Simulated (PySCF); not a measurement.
SMILES C=C[SiH2]C (GFN2-xTB optimised geometry):

```
12

C      1.347    -1.519     0.000
C      0.023    -1.519     0.000
Si    -1.077     0.012     0.000
C     -0.028     1.592    -0.004
H      1.932    -2.427     0.001
H      1.914    -0.602    -0.001
H     -0.485    -2.476     0.001
H     -1.932    -0.022    -1.197
H     -1.926    -0.019     1.200
H      0.619     1.642     0.868
H     -0.658     2.476     0.006
H      0.602     1.649    -0.887
```

Computed with CAM-B3LYP/def2-TZVP (PySCF).

Q: What are the frontier orbital energies and the dipole moment?

A: HOMO-2 -10.49 eV, HOMO-1 -10.02 eV, HOMO -9.20 eV, LUMO 0.91 eV, LUMO+1 1.69 eV; dipole moment 0.58 D.

Meta-Löwdin charges at CAM-B3LYP/def2-TZVP: C1 -0.22, C2 -0.35, Si3 0.67, C4 -0.59, H5 0.12, H6 0.11, H7 0.12, H8 -0.12, H9 -0.12, H10 0.13, H11 0.13, H12 0.13.
